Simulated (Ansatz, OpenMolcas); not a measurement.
## A ladder of methods for CH6Sn (SMILES [CH3][SnH3])

CH6Sn: 8 atoms, total charge 0, spin state singlet. SMILES: `[CH3][SnH3]`. The coordinates come from a PBE0-D4/def2-TZVP relaxation.

```xyz
8

C     1.0945    0.3674   -0.1106
Sn   -0.9194   -0.3291    0.0821
H     1.3005    0.6277   -1.1488
H     1.7893   -0.4112    0.2040
H     1.2446    1.2492    0.5123
H    -2.0120    0.8868   -0.4175
H    -1.1567   -1.7164   -0.8878
H    -1.2487   -0.7315    1.7104
```

Quantity: the energy change with the C1–H3 bond stretched from 1.090 to 1.253 Å, in eV. The values are calculated.

| level | kind | program | value (eV) | CPU time (all runs) |
| --- | --- | --- | --- | --- |
| TPSS/def2-SVP (core potential) (restricted) | meta-GGA | OpenMolcas | 0.28 | 56 s |
| r2SCAN/def2-SVP (core potential) (restricted) | meta-GGA | OpenMolcas | 0.30 | 54 s |
| M06-2X/def2-SVP (core potential) (restricted) | hybrid meta-GGA | OpenMolcas | 0.31 | 48 s |
| PBE0/def2-SVP (core potential) (restricted) | global hybrid | OpenMolcas | 0.31 | 41 s |
| r2SCAN0/def2-SVP (core potential) (restricted) | hybrid meta-GGA | Ansatz | 0.33 | 16 s |
| RPA@PBE/def2-SVP (core potential) (restricted) | RPA | Ansatz | 0.27 | 13 s |
| MP2/def2-SVP (core potential) (restricted) | perturbation theory | Ansatz | 0.32 | 3 s |
| BCCD(T)/def2-SVP (core potential) (restricted) | coupled cluster or CI | Ansatz | 0.30 | 19 s |

The first shape isn't each level's own minimum. The values span 0.27 to 0.33 eV. In the correlated wave-function rows the outer d shell of Sn is correlated, in sets not made for it. CPU times are rough (shared hosts, several kinds of processor): they show what a rung costs within a factor of a few.
